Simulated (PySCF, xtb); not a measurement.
C₂H₅O₂, SMILES C([O])CO, multiplicity 2. One conformer was computed; it need not be the lowest.

Harmonic wavenumbers (cm⁻¹) from xtb with GFN2-xTB at its own minimum, in rising order: 137, 294, 382, 462, 705, 792, 934, 1061, 1129, 1195, 1236, 1267, 1303, 1315, 1424, 1459, 2688, 2728, 2886, 3015, 3491.

Q: What does PBE-D3(BJ)/def2-SVP run with PySCF give at its own minimum? (An estimate is asked for; the answer gives what the named calculation found.)

A: 173, 292, 359, 481, 670, 765, 895, 1039, 1129, 1169, 1211, 1250, 1305, 1345, 1423, 1469, 2751, 2789, 2917, 3064, 3689. Paired by order, the mean absolute difference is 34 cm⁻¹ and the zero-point energies are 42.7 and 43.2 kcal/mol.
